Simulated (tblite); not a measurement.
Isomers of [C8H12OP]- (charge -1). Level: GFN2-xTB in tblite, geometry and Hessian alike; calculated harmonic values, unscaled, isolated species. This tight-binding method is rough: wavenumbers can miss measured ones by several per cent, in bad cases by 10 to 20. One conformer each.

Electronic energies: GFN2-xTB at the same geometries; isomer energies are rough at this level and their order can be wrong.

```csv
SMILES,"electronic energy, lowest = 0 (kcal/mol)"
CCc1c(C)c[p-]c1OC,0.0
COc1c[p-]cc1C(C)C,3.2
COc1c(C)[p-]c(C)c1C,2.7
```

How do GFN2-xTB zero-point energies change the relative energies?

```json
{"SMILES": "CCc1c(C)c[p-]c1OC", "ZPE (kcal/mol)": "111.6", "of it from modes above 1550 cm⁻¹": "50.7", "electronic (kcal/mol)": "0.0", "with ZPE, lowest = 0 (kcal/mol)": "0.0", "lowest mode (cm⁻¹)": "49", "rings": "1"}
{"SMILES": "COc1c(C)[p-]c(C)c1C", "ZPE (kcal/mol)": "110.7", "of it from modes above 1550 cm⁻¹": "50.4", "electronic (kcal/mol)": "2.7", "with ZPE, lowest = 0 (kcal/mol)": "1.8", "lowest mode (cm⁻¹)": "71", "rings": "1"}
{"SMILES": "COc1c[p-]cc1C(C)C", "ZPE (kcal/mol)": "111.7", "of it from modes above 1550 cm⁻¹": "51.0", "electronic (kcal/mol)": "3.2", "with ZPE, lowest = 0 (kcal/mol)": "3.3", "lowest mode (cm⁻¹)": "17i", "rings": "1"}
```

The zero-point energies span 1.0 kcal/mol, from `COc1c(C)[p-]c(C)c1C` to `COc1c[p-]cc1C(C)C`. Slightly imaginary modes are left out of the zero-point energy: `COc1c[p-]cc1C(C)C` 16.8i cm⁻¹. The order is unchanged.
